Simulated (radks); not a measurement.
Problem. Species: Ce17+. Configuration: [Kr] 4d5. All-electron calculation, Dirac Kohn-Sham, relativistic LDA (MacDonald-Vosko exchange, VWN5 correlation), spin-unpolarised, spherical densities, finite nucleus; open shells fill j = l - 1/2 first; Fermi nuclear charge, rms radius 4.8771 fm. Program: a radial shooting solver on a logarithmic mesh with Libxc functionals. Some entries of the table are withheld. Estimate them.

orbital,occ.,eigenvalue (eV),<r^2> (bohr^2)
1s1/2,2,-40384.47,0.0008272
2s1/2,2,-6807.759,0.01308
2p1/2,2,-6458.503,0.009574
2p3/2,4,-6016.304,0.01083
3s1/2,2,-1766.852,(1)
3p1/2,2,-1617.912,(2)
3p3/2,4,-1530.149,(3)
3d3/2,4,(4),0.07362
3d5/2,6,(5),0.07570
4s1/2,2,-634.1342,0.4198
4p1/2,2,-576.6535,0.4362
4p3/2,4,-555.0084,0.4667
4d3/2,4,-458.7186,0.5012
4d5/2,1,-454.4791,0.5107

Solution. 
(1) 3s1/2 <r^2> (bohr^2): 0.08854
(2) 3p1/2 <r^2> (bohr^2): 0.08317
(3) 3p3/2 <r^2> (bohr^2): 0.09054
(4) 3d3/2 eigenvalue (eV): -1268.521
(5) 3d5/2 eigenvalue (eV): -1249.479
